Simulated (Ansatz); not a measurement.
The B1–H2 bond of CH6BN (SMILES BNC) is stretched (multiplicity 1, the rest rigid).
Geometry at rest (charge 0, multiplicity 1):
```xyz
9

B     -0.174     0.169     1.360
H     -1.047     0.516     2.096
H      0.905    -0.150     1.760
N     -0.421     0.138    -0.002
C      0.505    -0.252    -1.053
H     -1.332     0.407    -0.344
H      0.678     0.567    -1.756
H      0.130    -1.110    -1.617
H      1.457    -0.526    -0.602
```

Correlated levels freeze the cores.

Codes used: Ansatz (an electronic-structure program). Values without a source in brackets are computed.

Energies above the point at 1.193 Å (the B3LYP-D3(BJ) bond length), FIC-MRCISD+Q on CASSCF(2,2)/cc-pVDZ (kcal/mol): 6.43 at 1.074 Å; 2.21 at 1.312 Å; 106.47 at 3.818 Å.

**Question.** Take the last value as the depth D of a Morse curve D(1 − e^(−a(R − R₀)))², fit a and R₀ to the two near points, and test it at 1.611 and 2.088 Å.

**Answer.** 
With D = 106.5, both near points (counted from the curve's value at 1.193 Å) are met by a = 1.59 Å⁻¹ and R₀ = 1.213 Å, so k = 2Da² = 541 kcal/(mol Å²). The curve then gives 23.4 and 60.1 kcal/mol; the level itself gives 23.5 and 62.4, so Morse is off by -0.1 and -2.2.
